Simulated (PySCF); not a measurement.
CH3Si (SMILES [CH]=[SiH2]), doublet, at a GFN2-xTB geometry; PBE0/3-21G run with PySCF.

PySCF was given this input:
```python
from pyscf import gto, scf, dft

mol = gto.Mole()
mol.atom = '''
    C     1.172354   -0.517596    0.062932
    Si   -0.455208    0.165753   -0.022653
    H     2.032849    0.156270    0.055806
    H    -1.166283    1.456562   -0.110250
    H    -1.527777   -0.827802   -0.005999
'''
mol.basis = '3-21g'
mol.charge = 0
mol.spin = 1
mol.verbose = 4
mol.build()

mf = dft.UKS(mol)
mf.xc = 'pbe0'
mf.grids.atom_grid = (50, 194)
mf.kernel()
```

What the program printed (banner, timings and long lists left out):

```
PySCF version 2.14.0

[INPUT] verbose = 4
[INPUT] num. atoms = 5
[INPUT] num. electrons = 23
[INPUT] charge = 0
[INPUT] spin (= nelec alpha-beta = 2S) = 1
[INPUT] symmetry False subgroup None
[INPUT] Mole.unit = angstrom
[INPUT] Symbol           X                Y                Z      unit          X                Y                Z       unit  Magmom
[INPUT]  1 C      1.172354000000  -0.517596000000   0.062932000000 AA    2.215427981038  -0.978114683170   0.118924244471 Bohr   0.0
[INPUT]  2 Si    -0.455208000000   0.165753000000  -0.022653000000 AA   -0.860218449711   0.313227774325  -0.042807965900 Bohr   0.0
[INPUT]  3 H      2.032849000000   0.156270000000   0.055806000000 AA    3.841527862596   0.295307501486   0.105458056107 Bohr   0.0
[INPUT]  4 H     -1.166283000000   1.456562000000  -0.110250000000 AA   -2.203955453736   2.752503263449  -0.208342305233 Bohr   0.0
[INPUT]  5 H     -1.527777000000  -0.827802000000  -0.005999000000 AA   -2.887080109410  -1.564319065367  -0.011336467021 Bohr   0.0

nuclear repulsion = 43.8469756351371
number of shells = 18
number of NR pGTOs = 51
number of NR cGTOs = 28
basis = 3-21g
ecp = {}

******** <class 'pyscf.dft.uks.UKS'> ********
method = UKS
initial guess = minao
damping factor = 0
level_shift factor = 0
DIIS = <class 'pyscf.scf.diis.CDIIS'>
diis_start_cycle = 1
diis_space = 8
diis_damp = 0
SCF conv_tol = 1e-09
SCF conv_tol_grad = None
SCF max_cycles = 50
direct_scf = True
direct_scf_tol = 1e-13
number electrons alpha = 12  beta = 11
XC library pyscf.dft.libxc version 7.1.2
    S. Lehtola, C. Steigemann, M. J. T. Oliveira, and M. A. L. Marques,  SoftwareX 7, 1–5 (2018)
XC functionals = pbe0
    C. Adamo and V. Barone,  J. Chem. Phys. 110, 6158 (1999)
    M. Ernzerhof and G. E. Scuseria,  J. Chem. Phys. 110, 5029 (1999)
radial grids:
    Treutler-Ahlrichs [JCP 102, 346 (1995); DOI:10.1063/1.469408] (M4) radial grids

becke partition: Becke, JCP 88, 2547 (1988); DOI:10.1063/1.454033
pruning grids: <function nwchem_prune>
grids dens level: 3
symmetrized grids: False
atomic radii adjust function: <function treutler_atomic_radii_adjust>
User specified grid scheme (50, 194)
small_rho_cutoff = 0
Set gradient conv threshold to 3.16228e-05
tot grids = 32952
init E= -327.02517757758

cycle= 1 E= -327.237100657269  delta_E= -0.212  |g|= 0.192  |ddm|= 1.44
cycle= 2 E= -327.000257826271  delta_E= 0.237  |g|= 0.592  |ddm|= 1.29
cycle= 3 E= -327.264388560839  delta_E= -0.264  |g|= 0.0489  |ddm|= 1.24
cycle= 4 E= -327.266994075207  delta_E= -0.00261  |g|= 0.00985  |ddm|= 0.102
cycle= 5 E= -327.267167863474  delta_E= -0.000174  |g|= 0.00409  |ddm|= 0.0297
cycle= 6 E= -327.267229450451  delta_E= -6.16e-05  |g|= 0.00175  |ddm|= 0.0224
cycle= 7 E= -327.267240527677  delta_E= -1.11e-05  |g|= 0.00056  |ddm|= 0.0106
cycle= 8 E= -327.267242602804  delta_E= -2.08e-06  |g|= 0.000337  |ddm|= 0.00453
cycle= 9 E= -327.267244584349  delta_E= -1.98e-06  |g|= 0.00046  |ddm|= 0.00302
cycle= 10 E= -327.26724124324  delta_E= 3.34e-06  |g|= 0.000157  |ddm|= 0.00691
cycle= 11 E= -327.267241073837  delta_E= 1.69e-07  |g|= 3.3e-05  |ddm|= 0.00219
cycle= 12 E= -327.267241077193  delta_E= -3.36e-09  |g|= 1.17e-05  |ddm|= 0.000347
cycle= 13 E= -327.267241077442  delta_E= -2.49e-10  |g|= 4.85e-06  |ddm|= 8.02e-05
Extra cycle  E= -327.267241077432  delta_E= 1e-11  |g|= 6.84e-06  |ddm|= 1.71e-05
converged SCF energy = -327.267241077432  <S^2> = 0.75194189  2S+1 = 2.0019409
```
